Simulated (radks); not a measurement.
Neutral oxygen inside a hard spherical wall (all orbitals vanish at R), configuration held at [He] 2s2 2p4 and not refilled when levels cross. Calculated with a radial shooting solver on a logarithmic mesh with Libxc functionals: non-relativistic Kohn-Sham, r2SCAN, spin-polarised, spherical densities, point nucleus; open shells are filled with parallel spins first; meta-GGA in the generalised Kohn-Sham scheme. Eigenvalues in eV for spin up, with the zero of energy where the potential of the charges vanishes at infinity; a dash marks a level that is unbound or too diffuse for the functional's potential to be trusted. A positive occupied level is held by the wall or, in an anion where self-interaction has pushed it up, behind a barrier. The pressure on the wall is -dE/dV.

\begin{tabular}{lrrrrrrrr}
R (bohr) & E (hartree) & kinetic (hartree) & e(1s) & e(2s) & e(2p) & e(3s, empty) & e(3p, empty) & pressure (GPa) \\ \hline
free & -75.03333 & 74.831 & -520.09 & -26.933 & -10.962 & - & - & 0 \\
20 & -75.03333 & 74.831 & -520.09 & -26.933 & -10.962 & - & - & < 0.0001 \\
15 & -75.03333 & 74.831 & -520.09 & -26.933 & -10.962 & - & - & < 0.0001 \\
10 & -75.03333 & 74.831 & -520.09 & -26.933 & -10.962 & 0.959 & 2.363 & < 0.0001 \\
7 & -75.03312 & 74.834 & -520.06 & -26.909 & -10.939 & 2.617 & 5.113 & 0.0162 \\
4 & -75.00029 & 75.039 & -518.35 & -25.790 & -9.714 & 14.559 & 20.051 & 8.88 \\
3 & -74.80784 & 75.966 & -512.83 & -22.378 & -5.794 & 36.013 & 41.938 & 119 \\
2.5 & -74.39561 & 77.599 & -504.94 & -17.230 & 0.020 & 63.310 & 67.451 & 514 \\
1.5 & -68.52857 & 93.451 & -452.27 & 32.352 & 48.476 & 275.04 & 244.64 & 17500 \\
\end{tabular}
